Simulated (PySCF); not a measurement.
**Vibration and rotation of CoCl⁺**

M06 constants of CoCl⁺, ⁴Δ (quartet), unpaired electrons π ↑↑, δ ↑ (Co def2-TZVPPD, Cl def2-TZVPPD; no relativity (PySCF 2.14); masses 58.9332 and 34.9689 u):

| Property | Result |
| --- | --- |
| ωe | 499.3 cm⁻¹ |
| ωexe | 1.54 cm⁻¹ |
| Be | 0.18811 cm⁻¹ |
| αe | 0.000827 cm⁻¹ |
| D (centrifugal) | 1.07e-07 cm⁻¹ |

Problem. Give the vibrational terms G(v) and spacings up to v = 6.

Solution. G(v) = ωe(v+½) − ωexe(v+½)².

```csv
v,G(v) (cm⁻¹),G(v) − G(v−1),Bv (cm⁻¹)
0,249.3,,0.1877
1,745.5,496.2,0.1869
2,1238.6,493.1,0.1860
3,1728.7,490.1,0.1852
4,2215.7,487.0,0.1844
5,2699.6,483.9,0.1836
6,3180.4,480.8,0.1827
```

De is left out where the level can put another filling of the metal’s s and d shells below the measured ground configuration, by anything from nothing to about 1 eV. With d or f electrons several states lie close, and the lowest PBE0 determinant need not be the measured ground state.
